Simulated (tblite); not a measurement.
Compound: C6H13OP.
Cartesian coordinates in Å at the GFN2-xTB level; atoms count from 1:
```
atom  x, y, z in Å
C1     3.0004   -0.0542    0.2703
C2     1.7479   -0.8822    0.0135
P3     0.2560   -0.1620    0.8666
C4    -1.0379   -1.2929    0.1427
C5    -2.3952   -0.5912    0.1873
O6    -2.4544    0.5498   -0.6336
C7    -1.6057    1.5871   -0.2053
C8    -0.1217    1.2351   -0.3098
H9     3.1924    0.0239    1.3384
H10    3.8654   -0.5158   -0.2033
H11    2.8867    0.9514   -0.1300
H12    1.5562   -0.9623   -1.0610
H13    1.8837   -1.8919    0.4121
H14   -0.7883   -1.5470   -0.8912
H15   -1.0853   -2.2110    0.7323
H16   -3.1797   -1.2548   -0.1877
H17   -2.6327   -0.3159    1.2280
H18   -1.8413    2.4357   -0.8540
H19   -1.8460    1.8609    0.8352
H20    0.4726    2.1101   -0.0385
H21    0.1180    0.9439   -1.3363
```

All values are computed: GFN2-xTB (tblite) harmonic vibrations without scaling, gas phase. The method is semi-empirical: single wavenumbers can be off by several per cent or more. One conformer, not necessarily the lowest.

Harmonic wavenumbers (cm⁻¹): 69.6, 111.1, 153.9, 204.1, 212.0, 273.8, 304.5, 332.4, 381.1, 399.2, 540.1, 667.2, 694.6, 709.6, 765.1, 784.1, 861.4, 928.4, 958.1, 979.8, 982.7, 1012.3, 1029.0, 1050.7, 1073.0, 1096.4, 1140.8, 1147.2, 1184.1, 1223.6, 1233.2, 1255.6, 1260.6, 1292.9, 1333.0, 1345.9, 1409.8, 1423.5, 1430.8, 1446.2, 1460.0, 1464.1, 1498.3, 1501.6, 2844.5, 2846.1, 2922.7, 2936.2, 2942.8, 2947.1, 2954.9, 2955.9, 2966.0, 2967.1, 3016.1, 3026.2, 3033.8.

A = 3483, B = 1110, C = 935.7 MHz; mass 132.070 u (most abundant isotopes); point group C1, symmetry number 1.

Task: Zero-point energy?

Result: ½Σν̃ = 39492 cm⁻¹ = 112.91 kcal/mol.

Task: Entropy at 350 K, 1 bar (ideal gas, RRHO, classical rotation)?

Result: Translation 41.37, rotation 29.35, vibration 28.91: S = 99.6 cal/(mol K).

Task: And Cp and H(350 K) − H(0)?

Result: Cp = 42.79 cal/(mol K), of which vibrations give 34.84 (their classical limit is 57 R = 113.3); H(350 K) − H(0) = 8.47 kcal/mol without the zero-point energy, 5.69 from vibrations.

Task: Which modes carry the vibrational entropy at 350 K?

Result: 69.6 cm⁻¹: 4.48; 111.1 cm⁻¹: 3.56; 153.9 cm⁻¹: 2.93; 204.1 cm⁻¹: 2.39; 212.0 cm⁻¹: 2.32; 273.8 cm⁻¹: 1.85 cal/(mol K); the other 51 give 11.37 together.

Task: What must be added to the electronic energy to get the Gibbs energy at 350 K and 1 bar?

Result: ZPE + [H(350 K) − H(0)] − T·S = 112.91 + 8.47 − 34.87 = 86.51 kcal/mol.

Task: How do the functions run with temperature in this model?

Result: 
```tsv
T (K)	S (cal/(mol K))	Cp (cal/(mol K))	H − H(0) (kcal/mol)	G − H(0) (kcal/mol)	ln q(vib)
100	66.2	16.8	1.15	-5.47	0.95
200	80.8	26.4	3.31	-12.85	2.99
300	93.5	37.1	6.47	-21.57	5.22
500	117.6	58.3	16.09	-42.71	9.96
800	150.0	79.5	37.03	-82.98	17.30
1000	168.8	88.7	53.90	-114.89	22.03
```

q(vib) and H(0) count from the zero-point level.

Task: Blend soft modes into free rotors: weight 1/[1 + (100 cm⁻¹/ν̃)⁴] for the oscillator and the rest for a rotor with moment μB/(μ + B), μ = h/(8π²ν), B = 10⁻⁴⁴ kg m². What vibrational entropy results?

Result: 27.71 cal/(mol K) in place of 28.91, which changes −T·S at 350 K by +0.42 kcal/mol.

Hindered rotation and anharmonicity are outside this model. Other conformers, if any are populated, would add a mixing term that is left out. The structure is chiral; the term R ln 2 for an equal mix with its mirror image is left out.
